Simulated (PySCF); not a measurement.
Working out the ionisation energy of Ru

Ru [Kr] 4d7 5s1 (5F) → Ru⁺ [Kr] 4d7 (4F). Calculation: PySCF 2.14, in def2-TZVPPD with the def2 core potential (28 electrons); scalar relativity through the core potential. Frozen: 4s2 4p6. Energies in hartree (1 hartree = 27.21139 eV):

| part | Ru (lower) | Ru⁺ (upper) |
| --- | --- | --- |
| UHF | -94.123420 | -93.891858 |
| CCSD correlation | -0.184122 | -0.157369 |
| (T) | -0.006554 | -0.004636 |

Task: What does Hartree-Fock give?

Result: (-93.891858) − (-94.123420) = 0.231562 hartree = 6.301 eV.

Task: What do CCSD and CCSD(T) give?

Result: The CCSD correlation energies differ by 0.026753 hartree = 0.728 eV and the triples by 0.001918 hartree = 0.052 eV, so CCSD gives 7.029 eV and CCSD(T) 7.081 eV.

Measured between the centres of the two terms (NIST): 7.365 eV, so CCSD(T) (valence) is off by -0.284 eV.

What remains against the reference includes basis incompleteness, the frozen core and higher excitations.
